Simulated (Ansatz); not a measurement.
Mulliken charges of `O[Si@]1(Cl)O[C@@H]1F` from ωB97M-V/def2-TZVPP in Ansatz (PBE0-D4/def2-TZVP geometry).

| atom | x (Å) | y (Å) | z (Å) | charge (e) |
| --- | --- | --- | --- | --- |
| O1 | 1.850 | 0.183 | -0.499 | -0.344 |
| Si2 | 0.534 | 0.168 | 0.437 | 0.645 |
| Cl3 | 1.063 | 0.951 | 2.212 | -0.150 |
| O4 | -0.459 | -1.144 | 0.429 | -0.352 |
| C5 | -1.160 | -0.004 | -0.153 | 0.088 |
| F6 | -1.409 | -0.197 | -1.476 | -0.207 |
| H7 | 1.768 | -0.229 | -1.364 | 0.201 |
| H8 | -2.095 | 0.215 | 0.359 | 0.119 |

**Question.** By hand: the dipole of these point charges (1 e Å = 4.8032 D).

**Answer.** Σ q r = (0.006, 0.325, 0.031) e Å, of length 0.327 e Å = 1.57 D.

**Question.** How does the dipole of the full density compare? (Best estimate.)

**Answer.** Ansatz gave: (0.106, 0.190, -0.075) e Å, 1.11 D; the point charges give 1.41 times that, at 37° from its direction.

Point charges leave out the atoms' own dipoles, such as those of lone pairs, and Mulliken's split depends on the basis, so the two needn't agree.
